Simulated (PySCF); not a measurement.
Ba(Cl)2 anion (BaCl₂), SMILES [Cl][Ba][Cl] (connectivity only; charge and spin as stated), charge -1, multiplicity 2.

Coordinates come from a PBE0-D3(BJ)/def2-SVPD optimisation. A frequency run showed that this geometry is not a minimum. The spin state was assumed, not searched. The isomer is the one that the SMILES or the coordinates give; other isomers of the formula were not compared. The def2 effective core potentials stand for the cores of Ba; spin–orbit coupling is left out.

Two levels are set side by side: PBE/def2-TZVPD (PySCF) and r2SCAN/def2-TZVPD (PySCF). Same geometry, gas phase. Differences are taken from unrounded values.

```tsv
quantity	r2SCAN	PBE	PBE minus r2SCAN
α-spin orbital gap (eV)	1.37	1.21	-0.16
β-spin orbital gap (eV)	4.22	3.67	-0.55
mean polarisability (bohr³)	404.0	412.5	8.5
```

Rough cost on one machine, each run with all the roots and properties that it gave: r2SCAN against PBE about 2 times.
